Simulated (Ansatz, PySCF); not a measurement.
TaCl₂, SMILES [Cl][Ta][Cl] (connectivity only; charge and spin as stated), neutral, multiplicity 4. Atoms are numbered in the order given.

```xyz
3

Ta     0.0000     0.0000    -0.0027
Cl     0.0000    -2.3107    -0.0027
Cl     0.0000     2.3107    -0.0027
```
Charge 0, spin multiplicity 4.

The structure is a stationary point at B3LYP-D3(BJ)/def2-TZVP. The multiplicity is an assumed one; other spin states were not compared. The def2 effective core potentials stand for the cores of Ta; spin–orbit coupling is left out.

Two levels are set side by side: PBE-D3(BJ)/def2-TZVP (Ansatz, a first-principles code) and B3LYP-D3(BJ)/def2-TZVP (Ansatz). Each level has its own optimised geometry; the coordinates shown are those of the second. Frequencies come from the Hessian of PySCF at each geometry. Differences are taken from unrounded values.

```csv
quantity,B3LYP-D3(BJ)
mean bond length (Å),2.311
bond Ta1–Cl2 (Å),2.311
bond Ta1–Cl3 (Å),2.311
highest harmonic wavenumber (cm⁻¹),383
mean harmonic wavenumber (cm⁻¹),202
zero-point energy (kcal/mol),1.15
```

Problem. What does PBE-D3(BJ) give, and how far is it from B3LYP-D3(BJ)? (The exact figures need the calculation; the answer reports its results.)

Solution. 
```csv
quantity,PBE-D3(BJ),PBE-D3(BJ) minus B3LYP-D3(BJ)
mean bond length (Å),2.299,-0.012
bond Ta1–Cl2 (Å),2.299,-0.012
bond Ta1–Cl3 (Å),2.299,-0.012
highest harmonic wavenumber (cm⁻¹),384,2
mean harmonic wavenumber (cm⁻¹),197,-5
zero-point energy (kcal/mol),1.13,-0.03
```
